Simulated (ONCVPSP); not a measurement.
Configuration tests for zirconium (Zr) (ONCV)

zirconium, optimised norm-conserving Vanderbilt (ONCV), made with ONCVPSP 4.0.1 (PBE, scalar-relativistic). Core [Ar] 3d10, reference 4s2 4p6 4d2 5s2. Waves: 4s+5s: rc 1.70 bohr, ncon 3, nbas 6, qcut 5.8 1/bohr, 2 projectors; 4p: rc 2.00 bohr, ncon 4, nbas 7, qcut 7.4 1/bohr, 2 projectors, debl 3.1 Ha; 4d: rc 2.65 bohr, ncon 5, nbas 10, qcut 6 1/bohr, 2 projectors, debl 1.7 Ha. Local part: polynomial inside 1.60 bohr (lpopt 5, dvloc0 3 Ha). Core correction: Teter function, fcfact 3.75, rcfact 1.6.

Energies are relative to the spin-unpolarised reference configuration 4s2 4p6 4d2 5s2; without spin polarisation the order of configurations can differ from experiment.

| valence configuration | charge | ΔE all-electron (eV) | error AE − PS (meV) |
| --- | --- | --- | --- |
| 4s2 4p6 4d2 5s1 | +1 | 7.137 | -1.7 |
| 4s2 4p6 4d2 5s0 | +2 | 20.078 | -7.5 |
| 4s2 4p6 4d1 5s0 | +3 | 42.704 | +3.8 |
| 4s2 4p6 4d3 5s1 | 0 | 1.195 | -2.1 |
